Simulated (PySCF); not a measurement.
A calculated (PBE, PySCF 2.14, x2c-SVPall, scalar relativity by spin-free X2C-1e) atom or ion has these occupied shells.

| shell | electrons | orbital energy (eV) | rms radius, mean of both spins (bohr) |
| --- | --- | --- | --- |
| 1s α | 1 | -12500.2 | 0.0508 |
| 1s β | 1 | -12500.1 | 0.0508 |
| 2s α | 1 | -1616.6 | 0.212 |
| 2s β | 1 | -1616.5 | 0.212 |
| 2p α | 3 | -1423.9 | 0.189 |
| 2p β | 3 | -1423.7 | 0.189 |
| 3s α | 1 | -223.81 | 0.616 |
| 3s β | 1 | -223.59 | 0.616 |
| 3p α | 3 | -163.46 | 0.638 |
| 3p β | 3 | -163.21 | 0.638 |
| 3d α | 5 | -63.733 | 0.705 |
| 3d β | 5 | -63.379 | 0.705 |
| 4s α | 1 | -27.925 | 1.87 |
| 4s β | 1 | -25.124 | 1.87 |
| 4p α | 3 | -16.462 | 2.28 |

Question: Name the element and its charge.

Answer: Se⁺ (selenium, charge +1), in [Ar] 3d10 4s2 4p3, high-spin 4S determinant.
